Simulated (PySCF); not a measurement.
## Si²⁺: ionisation energy

Si²⁺ [Ne] 3s2 → Si³⁺ [Ne] 3s1 [3s1/2^1, M_J = 1/2], as a difference of total energies. All numbers are calculated (PySCF 2.14, the two-component X2C-1e Hamiltonian, in x2c-SVPall-2c (4s4p1d, 21 functions)). Correlated levels: [Ne] frozen. "Screened" scales the spin-orbit matrix elements by Boettger's factors to mimic the two-electron term; Breit and QED terms are absent.

```csv
method,ionisation energy (eV)
GHF (screened spin-orbit),31.969
GMP2 (screened spin-orbit),32.769
```

Question: How much does correlation contribute at GMP2 (screened spin-orbit)?

Answer: 32.769 − (31.969) = 0.800 eV, measured against GHF (screened spin-orbit).

Errors of the correlated levels include the incompleteness of this basis and the frozen core.

MP2 underrates the near-degeneracy of ns² with np² in the lower species.

For comparison: 33.493 eV (measured; NIST Atomic Spectra Database, ionization energies).
